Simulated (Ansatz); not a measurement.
Total energies of MgF3⁻ (the lowest singlet isomer of a short search) from Ansatz at CCSD(T)/def2-TZVPPD, gas phase (1 Eh = 27.2114 eV = 2625.5 kJ/mol). The reference geometry is relaxed at r2SCAN-D4/def2-TZVPD.

```csv
atom,x (Å),y (Å),z (Å)
Mg1,0.000,0.000,0.002
F2,-1.491,0.988,0.329
F3,-0.156,-1.701,-0.623
F4,1.647,0.714,0.293
```

```csv
state,geometry,energy (Eh)
charge -1 singlet,reference,-499.33533
charge 0 doublet,reference,-499.04699
charge -1 triplet,relaxed at r2SCAN-D4/def2-TZVPD,-499.11549
charge -1 quintet,relaxed at r2SCAN-D4/def2-TZVPD,-498.86248
```

Correlated methods freeze 4 core orbitals; core or outer-core shells of Mg are correlated, in sets that lack core-valence functions.

(1) Work out the vertical ionisation energy to the doublet.

(2) Which of the charge -1 states is lowest, and how far above it are the others?

(1) E(charge 0 doublet) − E(charge -1 singlet) = -499.04699 − (-499.33533) = 0.28834 Eh = 7.85 eV.

(2) The singlet. triplet: -499.11549 − (-499.33533) = 0.21984 Eh = 577.2 kJ/mol; quintet: -498.86248 − (-499.33533) = 0.47285 Eh = 1241.5 kJ/mol. The quintet has fallen apart, so its energy is that of loose fragments and no spin gap. The quintet differs in its bonds from the reference.

At CCSD(T)/def2-TZVPPD T1 of the charge -1 triplet is large (up to 0.046), so the single-reference result is doubtful. At CCSD(T)/def2-TZVPPD T1 of the charge -1 quintet is large (up to 0.046), so the single-reference result is doubtful. At CCSD(T)/def2-TZVPPD the highest occupied level of the charge -1 quintet lies above zero (up to 0.16 eV). The electron is either unbound and held by the finite basis, or the level is raised by self-interaction error.

The structure comes from a short search, and lower isomers may exist.
